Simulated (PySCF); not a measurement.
## Telling isomers of C₆H₁₃OP apart by NMR

PySCF calculation with GFN2-xTB geometry and GIAO PBE0/pcSseg-1 shieldings; single conformer, equivalent nuclei averaged, no solvent model, non-relativistic Hamiltonian.

δ = σ(ref) − σ, references computed at the same level: 1H and 13C vs TMS. Splittings of carbon signals by F and P are missing where no couplings were computed. Where no couplings were computed, multiplicities follow the n + 1 count of equivalent neighbours, and m marks all less simple cases (inequivalent or close neighbours, rings, F or P nearby). Shifts are as computed. Against solution values, carbons near 30 ppm lie about +3 ppm off and those near 130 ppm about +5 ppm. Of 1211 compounds with measured shifts, 218 miss one by over three times the rms of a fit or turn the order of signals round; such compounds aren't used in these exercises.

(1) Tabulate the signals of `C=C[P@@](C)(=O)C(C)C`, `C[C@H]1CC[P@H](=O)CC1` and their relative energies.

(2) What is the quickest way to tell C=C[P@@](C)(=O)C(C)C from C[C@H]1CC[P@H](=O)CC1?

Results:

(1) 
| SMILES | carbon types | δC | δH | E rel. (kcal/mol) |
| --- | --- | --- | --- | --- |
| C=C[P@@](C)(=O)C(C)C | 2×CH 1×CH2 3×CH3 | 143.2, 143.1, 33.5, 18.0, 17.0, 15.7 | 6.84 (m, 1H), 6.61 (m, 1H), 6.23 (m, 1H), 1.30 (m, 3H), 1.28 (m, 3H), 1.27 (m, 1H), 1.16 (m, 3H) | 15.7 |
| C[C@H]1CC[P@H](=O)CC1 | 1×CH 4×CH2 1×CH3 | 37.5, 34.0, 33.4, 25.2 | 7.16 (m, 1H), 2.12 (m, 2H), 1.78 (m, 2H), 1.72 (m, 2H), 1.09 (m, 1H), 0.99 (m, 2H), 0.95 (m, 3H) | 0.0 |

Energies are electronic energies at PBE0/pcSseg-1 on these geometries, without zero-point or thermal terms, each for the one conformer computed, which needn't be the lowest.

(2) Count the carbon signals: 6 against 4. The first has an alkene CH at 143.2 ppm, the second an sp3 CH2 in a ring at 34.0 ppm. Their most deshielded carbons lie at 143.2 and 37.5 ppm.
